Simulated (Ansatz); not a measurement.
# Relaxing a trial structure of AlFGeH3Sb

The starting geometry of this gas-phase singlet was optimised with GFN2-xTB.

```yaml
atoms:
  - { symbol: Al, position_ang: [-0.9800, -0.0317, 0.9823] }
  - { symbol: F, position_ang: [0.2246, -0.2296, 2.0990] }
  - { symbol: Ge, position_ang: [-1.4037, -0.1459, -1.5080] }
  - { symbol: Sb, position_ang: [0.0938, -2.0344, -0.7328] }
  - { symbol: H, position_ang: [-2.3342, 0.2528, 1.6631] }
  - { symbol: H, position_ang: [-0.9690, -3.1119, -1.5851] }
  - { symbol: H, position_ang: [-0.3300, 0.9610, -0.3021] }
```

Problem. Predict what becomes of its bonds when it is optimised with PBE-D3(BJ)/def2-SVP.

Solution. It keeps its links, though one stretches towards breaking. Distances that change by over a tenth: Al1–Ge3 (2.53 → 2.79 Å), Ge3–H7 (1.96 → 1.74 Å).

The energy falls by 0.34 eV over 11 steps:

```tsv
step	E − E(last) (eV)
1	0.344
2	0.143
3	0.054
4	0.020
5	0.013
7	0.000
8	0.000
9	0.000
10	0.000
11	0.000
```

Final geometry (Å):

```xyz
7

Al   -0.9578   -0.2071    1.0775
F     0.4152   -0.0003    2.0409
Ge   -1.0016   -0.0396   -1.7063
Sb    0.0196   -2.1695   -0.5736
H    -2.3923    0.0827    1.6975
H    -1.1366   -2.9526   -1.6012
H    -0.6450    0.9467   -0.3187
```

Frequencies at the end are all real (lowest 98 cm⁻¹). Atoms past krypton carry core potentials, without spin–orbit terms. Run with Ansatz 0.2.0, 17 s on 2 threads of Intel(R) Xeon(R) Platinum 8375C CPU @ 2.90GHz (Ice Lake), with other jobs on the host.
